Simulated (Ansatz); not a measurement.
Stepwise reaction of `Cl[SiH2]S[Si](Cl)(Cl)Cl` with hydrogen fluoride, as a gas-phase model of exchange steps in deposition or etching. ΔE in kJ/mol.

Computed with Ansatz on PBE0-D4/def2-TZVP structures; ΔE is electronic, products minus reactants. CCSD(T)/CBS adds triple-zeta CCSD(T) − MP2 to the extrapolated MP2 energy (def2 sets, frozen cores). This one scheme is used for every species. DFT in def2-TZVPP. B3LYP here is the variant with VWN-RPA as its local correlation; programs differ in this. One conformer a species, not always the lowest.

```
step                                                          reaction  PBE-D4  B3LYP-D4  ωB97M-V  CCSD(T)/CBS
   1  `Cl[SiH2]S[Si](Cl)(Cl)Cl` + H–F → `F[Si](Cl)(Cl)S[SiH2]Cl` + HCl   -40.2     -48.9    -49.9        -45.7
   2    `F[Si](Cl)(Cl)S[SiH2]Cl` + H–F → `F[Si](F)(Cl)S[SiH2]Cl` + HCl   -39.4     -50.2    -48.8        -45.8
```

(1) By hand: ΔE of the 2 steps together at CCSD(T)/CBS.

Results:

(1) (-45.7) + (-45.8) = -91.5 kJ/mol, or -45.8 kJ/mol a step.

In ΔE the steps differ by no more than 0.1 kJ/mol. All are downhill at CCSD(T)/CBS. PBE-D4 differs from CCSD(T)/CBS by 5.5 to 6.4 kJ/mol a step. Isolated molecules leave out the surface, adducts and barriers. Largest T1 diagnostic: 0.011.
